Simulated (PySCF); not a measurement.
# Electron correlation in S²⁺ (sulfur, charge +2)

[Ne] 3s2 3p2, high-spin 3P determinant. Calculation: PySCF 2.14, in aug-cc-pwCVDZ (6s5p3d, 36 functions); the non-relativistic Hamiltonian (point nucleus). Frozen: 1s2; 12 electrons correlated.

```
  level  correlation energy (mhartree)
   CCSD                        -223.24
    (T)                          -2.27
CCSD(T)                        -225.51
```

Diagnostics: T1 = 0.0051, D1 = 0.0228, largest double amplitude 0.102.

Cost of the coupled-cluster step: roughly 1.5 core-seconds, for 12 correlated electrons.

Iterations:

```
CC2 = 0
CCSD nocc = (np.int64(7), np.int64(5)), nmo = (35, 35)
frozen orbitals [[0], [0]]
max_cycle = 100
direct = 0
conv_tol = 1e-08
conv_tol_normt = 1e-06
diis_space = 8
diis_start_cycle = 0
Init t2, MP2 energy = -0.202543887188519
Init E_corr(UCCSD) = -0.202543887189451
cycle = 1  E_corr(UCCSD) = -0.216634921146958  dE = -0.014091034  norm(t1,t2) = 0.045985
cycle = 2  E_corr(UCCSD) = -0.220896139696827  dE = -0.00426121855  norm(t1,t2) = 0.0176169
cycle = 3  E_corr(UCCSD) = -0.223248190276638  dE = -0.00235205058  norm(t1,t2) = 0.00789223
cycle = 4  E_corr(UCCSD) = -0.223235031606952  dE = 1.31586697e-05  norm(t1,t2) = 0.00126475
cycle = 5  E_corr(UCCSD) = -0.223239162970895  dE = -4.13136394e-06  norm(t1,t2) = 0.000178949
cycle = 6  E_corr(UCCSD) = -0.223241955198681  dE = -2.79222779e-06  norm(t1,t2) = 4.27425e-05
cycle = 7  E_corr(UCCSD) = -0.223241158086596  dE = 7.97112085e-07  norm(t1,t2) = 7.49788e-06
cycle = 8  E_corr(UCCSD) = -0.22324132304621  dE = -1.64959614e-07  norm(t1,t2) = 1.11731e-06
cycle = 9  E_corr(UCCSD) = -0.223241294066343  dE = 2.8979867e-08  norm(t1,t2) = 2.2552e-07
cycle = 10  E_corr(UCCSD) = -0.223241294339574  dE = -2.73231188e-10  norm(t1,t2) = 5.68172e-08
UCCSD converged
E(UCCSD) = -396.5483469442447  E_corr = -0.2232412943395744
UCCSD(T) correction = -0.00226542982058737
```
